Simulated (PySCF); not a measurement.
**Working out the ionisation energy of Ne⁺**

Ne⁺ [He] 2s2 2p5 (2P) → Ne²⁺ [He] 2s2 2p4 (3P). Calculation: PySCF 2.14, in x2c-SVPall (3s2p1d, 14 functions); the spin-free X2C one-electron Hamiltonian (Gaussian nucleus). Frozen: 1s2. Energies in hartree (1 hartree = 27.21139 eV):

| part | Ne⁺ (lower) | Ne²⁺ (upper) |
| --- | --- | --- |
| UHF | -127.784751 | -126.332189 |
| CCSD correlation | -0.140861 | -0.102064 |
| (T) | -0.001056 | -0.000664 |

**Question.** What does Hartree-Fock give?

**Answer.** (-126.332189) − (-127.784751) = 1.452562 hartree = 39.526 eV.

**Question.** What do CCSD and CCSD(T) give?

**Answer.** The CCSD correlation energies differ by 0.038797 hartree = 1.056 eV and the triples by 0.000392 hartree = 0.011 eV, so CCSD gives 40.582 eV and CCSD(T) 40.593 eV.

Reference: 40.963 eV (measured; NIST Atomic Spectra Database, ionization energies), between the lowest levels; spin-orbit coupling is absent from the calculation.

A double-zeta basis recovers only part of the correlation energy.

What remains against the reference includes basis incompleteness, the frozen core and higher excitations.
